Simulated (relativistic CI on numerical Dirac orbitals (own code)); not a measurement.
Radial parameters of Tm²²⁺

These numbers are calculated, not measured: Dirac-Coulomb-Breit CI, orbitals from a KLI potential per configuration, model QED (radiative potential, 1s self-energy scaled to tabulated hydrogen-like ionisation energies), unscaled Slater integrals (own radial code, finite nucleus).

Slater integrals F^k, G^k are unscaled and averaged over j, outside the closed core [Ar] 3d10; ζ comes from projecting the Hamiltonian with its Breit term on Σ l·s of the shell.

- 4s2 4p6 4d10 4f: ζ(4f) = 4842.8 cm⁻¹; <r>(4f) = 0.5092, <r^2>(4f) = 0.2987 (bohr units).
- 4s2 4p6 4d9 4f2: ζ(4d) = 33291, F^2(4f,4f) = 203670, F^4(4f,4f) = 132230, F^6(4f,4f) = 96525, F^2(4d,4f) = 193720, F^4(4d,4f) = 126450, G^1(4d,4f) = 213610, G^3(4d,4f) = 142500, G^5(4d,4f) = 103290, ζ(4f) = 4792.2 cm⁻¹; <r>(4d) = 0.5131, <r^2>(4d) = 0.3013, <r>(4f) = 0.5098, <r^2>(4f) = 0.2994 (bohr units).
- 4s2 4p6 4d10 5p: ζ(5p) = 92883 cm⁻¹; <r>(5p) = 0.9453, <r^2>(5p) = 0.9984 (bohr units).

Averages of the first 10 configurations, taken without configuration mixing, which lowers the lowest level and can move excited configurations by several eV; other configurations of the list can lie among them:

| Configuration | Parity | States | Average energy above the lowest level (eV) |
| --- | --- | --- | --- |
| 4s2 4p6 4d10 4f | odd | 14 | 1.9 |
| 4s2 4p6 4d10 5s | even | 2 | 77.3 |
| 4s2 4p6 4d9 4f2 | even | 910 | 182.3 |
| 4s2 4p6 4d10 5p | odd | 6 | 124.9 |
| 4s2 4p6 4d10 5d | even | 10 | 191.1 |
| 4s2 4p5 4d10 4f2 | odd | 546 | 361.0 |
| 4s2 4p6 4d9 5s2 | even | 10 | 339.4 |
| 4s2 4p6 4d9 4f 5s | odd | 280 | 256.4 |
| 4s2 4p6 4d10 5f | odd | 14 | 261.1 |
| 4s2 4p6 4d9 5s 5p | odd | 120 | 384.4 |
